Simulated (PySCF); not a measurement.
SMILES [GeH3][CH2][SiH2]N (B3LYP/def2-SVP optimised geometry):

```
13

Si     0.878    -1.385     0.000
N      0.401    -2.199     1.461
C      0.198     0.373     0.000
Ge    -1.767     0.552     0.019
H      2.372    -1.385     0.000
H      0.435    -2.037    -1.279
H     -0.583    -2.344     1.667
H      0.943    -3.002     1.769
H      0.593     0.911     0.878
H      0.563     0.898    -0.900
H     -2.175     2.037     0.137
H     -2.372    -0.213     1.219
H     -2.372    -0.028    -1.279
```

Computed with B3LYP/def2-TZVP (PySCF 2.14.0).

What are the frontier orbital energies and the dipole moment?

HOMO-2 -8.77 eV, HOMO-1 -8.27 eV, HOMO -7.12 eV, LUMO 0.11 eV, LUMO+1 0.48 eV; dipole moment 0.63 D.

Meta-Löwdin charges at B3LYP/def2-TZVP: Si1 0.78, N2 -0.74, C3 -0.64, Ge4 0.37, H5 -0.12, H6 -0.15, H7 0.23, H8 0.23, H9 0.13, H10 0.13, H11 -0.06, H12 -0.08, H13 -0.07.
